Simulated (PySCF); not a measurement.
C, charge +1, doublet. Base run: PySCF with DF-HF/STO-3G.

PySCF was given this input:
```python
from pyscf import gto, scf

mol = gto.M(
    atom='''
C     0.00000000    0.00000000    0.00000000
''',
    basis='sto-3g',
    charge=1,
    spin=1,
    verbose=3,
)

mf = scf.UHF(mol)
mf = mf.density_fit(auxbasis='def2-universal-jkfit')
mf.kernel()
```

The base run was repeated with changes; each row names its change, and settings that it needs were set with it.

```tsv
change	basis functions	E (Eh)	HOMO (eV)
base	5	-36.87051	-24.27
basis = pcseg-0	9	-37.19043	-24.40
basis = 3-21G	9	-37.08233	-24.73
basis = def2-SVP	14	-37.24419	-24.96
basis = 6-31G*	14	-37.28671	-24.84
basis = 6-31+G*	18	-37.28689	-24.83
basis = aug-cc-pVDZ	?	?	-24.84
basis = 6-311+G(2d,p)	?	?	?
basis = pcseg-2	?	?	?
basis = def2-TZVP	31	-37.29554	-24.88
basis = def2-TZVPP	31	-37.29554	-24.88
basis = def2-TZVPD	37	-37.29555	-24.88
basis = def2-QZVPP	?	?	-24.88
```

Q: What belongs in the gaps?

A: 
- basis = aug-cc-pVDZ, basis functions: 23
- basis = aug-cc-pVDZ, E (Eh): -37.29025
- basis = 6-311+G(2d,p), basis functions: 27
- basis = 6-311+G(2d,p), E (Eh): -37.29294
- basis = 6-311+G(2d,p), HOMO (eV): -24.86
- basis = pcseg-2, basis functions: 30
- basis = pcseg-2, E (Eh): -37.29263
- basis = pcseg-2, HOMO (eV): -24.85
- basis = def2-QZVPP, basis functions: 57
- basis = def2-QZVPP, E (Eh): -37.29671

Totals compare only among sets that treat the same electrons; sets with core potentials leave the core out.

Open shells are given as the SCF converged; they aren't shown to be the lowest states, and a large step between rows can be another state.
